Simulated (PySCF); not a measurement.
# ECD: `InChI=1S/C5H11AsO/c1-4(6-3)5(2)7/h4,6H,1-3H3/t4-/m0/s1`

Molfile (atoms numbered from 1):
```
C5H11AsO
     RDKit          3D

 18 17  0  0  0  0  0  0  0  0999 V2000
    2.2953    0.2530    1.0301 C   0  0  0  0  0  0  0  0  0  0  0  0
    1.6280   -1.0150   -0.3237 As  0  0  0  0  0  3  0  0  0  0  0  0
   -0.1215   -0.0887   -0.6463 C   0  0  1  0  0  0  0  0  0  0  0  0
   -0.8540   -0.7389   -1.8208 C   0  0  0  0  0  0  0  0  0  0  0  0
   -0.8947   -0.3222    0.6153 C   0  0  0  0  0  0  0  0  0  0  0  0
   -1.7882    0.7945    1.0828 C   0  0  0  0  0  0  0  0  0  0  0  0
   -0.7764   -1.3619    1.2225 O   0  0  0  0  0  0  0  0  0  0  0  0
    2.0757    1.2855    0.7593 H   0  0  0  0  0  0  0  0  0  0  0  0
    1.8281    0.0303    1.9891 H   0  0  0  0  0  0  0  0  0  0  0  0
    3.3731    0.1429    1.1461 H   0  0  0  0  0  0  0  0  0  0  0  0
    2.3004   -0.2967   -1.4782 H   0  0  0  0  0  0  0  0  0  0  0  0
    0.0037    0.9828   -0.8389 H   0  0  0  0  0  0  0  0  0  0  0  0
   -0.2377   -0.6868   -2.7191 H   0  0  0  0  0  0  0  0  0  0  0  0
   -1.0487   -1.7877   -1.5977 H   0  0  0  0  0  0  0  0  0  0  0  0
   -1.8036   -0.2403   -2.0186 H   0  0  0  0  0  0  0  0  0  0  0  0
   -2.4075    0.4667    1.9138 H   0  0  0  0  0  0  0  0  0  0  0  0
   -1.1648    1.6270    1.4080 H   0  0  0  0  0  0  0  0  0  0  0  0
   -2.4158    1.1417    0.2646 H   0  0  0  0  0  0  0  0  0  0  0  0
  1  2  1  0
  2  3  1  0
  3  4  1  0
  3  5  1  0
  5  6  1  0
  5  7  2  0
  1  8  1  0
  1  9  1  0
  1 10  1  0
  2 11  1  0
  3 12  1  6
  4 13  1  0
  4 14  1  0
  4 15  1  0
  6 16  1  0
  6 17  1  0
  6 18  1  0
M  END
```

The calculation used TDDFT wB97X-D/def2-SVPD circular dichroism and optical rotation, one conformer, gas phase in PySCF. Geometry: GFN2-xTB.

The molecule is flexible and this is one conformer; a measurement averages over conformers. The calculation is non-relativistic, which matters for the atoms heavier than Zn.

Task: Assign R or S to each stereocentre.

Result: C3 S.

Task: List the lowest 8 singlet excitations with oscillator and rotatory strengths.

Result: Rotatory strengths R in 10⁻⁴⁰ esu² cm², velocity form and length form (origin at the centre of mass); f in length form.
```csv
state,E (eV),λ (nm),f,R (velocity),R (length),main
1,4.41,281,0.003,+11.7,+10.6,"HOMO−1→LUMO 0.56, HOMO→LUMO 0.37"
2,5.67,219,0.047,-28.8,-28.7,"HOMO→LUMO 0.60, HOMO−1→LUMO 0.34"
3,6.46,192,0.080,-17.1,-16.9,"HOMO→LUMO+2 0.48, HOMO→LUMO+1 0.36"
4,6.67,186,0.022,+22.3,+22.2,"HOMO→LUMO+1 0.34, HOMO−2→LUMO 0.18"
5,6.90,180,0.052,-48.5,-47.4,"HOMO−2→LUMO 0.65, HOMO→LUMO+2 0.14"
6,7.20,172,0.186,+45.8,+45.0,HOMO→LUMO+4 0.60
7,7.41,167,0.011,-6.1,-5.4,"HOMO−1→LUMO+1 0.40, HOMO→LUMO+3 0.19"
8,7.64,162,0.007,+3.6,+3.7,"HOMO−1→LUMO+2 0.60, HOMO−1→LUMO+1 0.22"
```

Among the states computed, the strongest CD band (largest |R|) is state 5. The largest dissymmetry factor in size, g = 4R/(D+G), with D and G the electric and magnetic dipole strengths, is +0.026 for state 1 (velocity form, f = 0.003), among bands with |R| over 0.5. The mirror image has the same energies and oscillator strengths and all R with the opposite sign.
